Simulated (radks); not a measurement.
The gold anion Au-, [Hg], held by a Watson sphere: a shell of charge +0.75 at radius R that stands for the Madelung well of a crystal (potential energy -0.75/R inside, -0.75/r outside, in hartree with lengths in bohr). All-electron calculation, scalar-relativistic Kohn-Sham, r2SCAN, spin-polarised, spherical densities, finite nucleus; meta-GGA in the generalised Kohn-Sham scheme; Fermi nuclear charge, rms radius of each element as measured or else 0.836 A^(1/3) + 0.57 fm. Program: a radial shooting solver on a logarithmic mesh with Libxc functionals.

R (bohr) = 2.63: e(5p) (eV) -59.871; e(5d) (eV) -5.738; e(6s) (eV) -5.061; <r> 6s (bohr) 2.850; sum of <r^2> (bohr^2) 70.11; X-ray form factor at sin(theta)/lambda = 0.1 1/angstrom 75.568
R (bohr) = 3.55: e(5p) (eV) -59.095; e(5d) (eV) -4.866; e(6s) (eV) -4.442; <r> 6s (bohr) 2.979; sum of <r^2> (bohr^2) 72.91; X-ray form factor at sin(theta)/lambda = 0.1 1/angstrom 75.469
R (bohr) = 3.64: e(5p) (eV) -59.026; e(5d) (eV) -4.791; e(6s) (eV) -4.376; <r> 6s (bohr) 2.991; sum of <r^2> (bohr^2) 73.14; X-ray form factor at sin(theta)/lambda = 0.1 1/angstrom 75.462
R (bohr) = 3.95: e(5p) (eV) -58.797; e(5d) (eV) -4.546; e(6s) (eV) -4.152; <r> 6s (bohr) 3.028; sum of <r^2> (bohr^2) 73.88; X-ray form factor at sin(theta)/lambda = 0.1 1/angstrom 75.441
R (bohr) = 4.98: e(5p) (eV) -58.131; e(5d) (eV) -3.853; e(6s) (eV) -3.476; <r> 6s (bohr) 3.122; sum of <r^2> (bohr^2) 75.76; X-ray form factor at sin(theta)/lambda = 0.1 1/angstrom 75.396
R (bohr) = 6.57: e(5p) (eV) -57.358; e(5d) (eV) -3.071; e(6s) (eV) -2.685; <r> 6s (bohr) 3.197; sum of <r^2> (bohr^2) 77.34; X-ray form factor at sin(theta)/lambda = 0.1 1/angstrom 75.370
